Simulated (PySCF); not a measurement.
All of these have the formula C3H8O2Si. The calculation used TDDFT PBE0/def2-SVPD, vertical, gas phase, core orbitals frozen in the response in PySCF. Geometries: GFN2-xTB; one conformer of each isolated species. Triplets are in the Tamm–Dancoff approximation.

A. `[SiH3]O[C@@H]1CCO1`
B. `[SiH3]OC1COC1`
C. `C=CO[Si@H](C)O`

Lowest singlet levels (six at most, fewer where fewer were computed) with oscillator strengths:

1. 193 nm (f 0.006); 182 nm (f 0.002); 178 nm (f 0.005); 169 nm (f 0.019); 167 nm (f 0.001); 164 nm (f 0.001); T1 6.21 eV
2. 195 nm (f 0.007); 187 nm (f 0.024); 181 nm (f 0.101); 172 nm (f 0.119); 167 nm (f 0.008); 165 nm (f 0.023); T1 4.40 eV
3. 178 nm (f 0.005); 169 nm (f 0.016); 164 nm (f 0.018); 161 nm (f 0.026); 158 nm (f 0.010); 157 nm (f 0.025); T1 6.72 eV

Question: Match each spectrum to its molecule.

Answer: 1 = B, 2 = C, 3 = A.
- A: S1 at 6.95 eV, HOMO→LUMO (92%); Löwdin shares by element: HOMO oxygen 51%, carbon 19% or more (atoms not listed hold the other 30%); LUMO silicon 32%, hydrogen 19% or more, oxygen 9% or more (atoms not listed hold the other 40%); HOMO -7.77 and LUMO 0.44 eV.
- B: S1 at 6.41 eV, HOMO→LUMO (91%); Löwdin shares by element: HOMO oxygen 58% or more, carbon 19% or more, hydrogen 5% or more (atoms not listed hold the other 18%); LUMO silicon 38%, hydrogen 30% or more (atoms not listed hold the other 32%); HOMO -7.43 and LUMO -0.02 eV.
- C: S1 at 6.35 eV, HOMO→LUMO (96%); Löwdin shares by element: HOMO carbon 63% or more, oxygen 23% or more; LUMO oxygen 26% or more, silicon 24%, hydrogen 15% or more, carbon 9% or more (atoms not listed hold the other 26%); HOMO -6.96 and LUMO 0.23 eV.
B and C have S1 within 0.07 eV of each other; their strongest listed levels stand at 7.32 eV (f 0.019) and 7.20 eV (f 0.119).
